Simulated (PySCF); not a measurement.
Isomers of C3H3ClFSi (doublet state), one GFN2-xTB conformer each. Single-point energies are computed at B3LYP/pcH-1 (PySCF, gas phase, no added dispersion term), electronic only. GFN2-xTB treats the open shell by occupation alone, and not every SCF solution was tested for stability.

| SMILES | GFN2-xTB relative energy (kJ/mol) |
| --- | --- |
| F[C@@H]1C([SiH2])=C1Cl | 0.0 |
| F[C]1C([SiH3])=C1Cl | 86.0 |

Conformers: `[F:1][C@@H:2]1[C:3]([SiH2:4])=[C:5]1[Cl:6]` (doublet state) with C2–C3–Si4–H 13° and -174°.

Question: What does B3LYP/pcH-1 give for the same structures?

Answer: 
| SMILES | B3LYP/pcH-1 E (Eh) | B3LYP/pcH-1 (kJ/mol) | GFN2-xTB (kJ/mol) | point group |
| --- | --- | --- | --- | --- |
| F[C@@H]1C([SiH2])=C1Cl | -965.54088 | 0.0 | 0.0 | C1 |
| F[C]1C([SiH3])=C1Cl | -965.51840 | 59.0 | 86.0 | C1 |

Both levels put the same isomer lowest. 

Question: As an exercise, what shares would exp(−E/RT) give at 2000 K from these electronic energies alone (no entropy, no degeneracies)?

Answer: RT = 16.629 kJ/mol: F[C@@H]1C([SiH2])=C1Cl 97.2 %, F[C]1C([SiH3])=C1Cl 2.8 %.
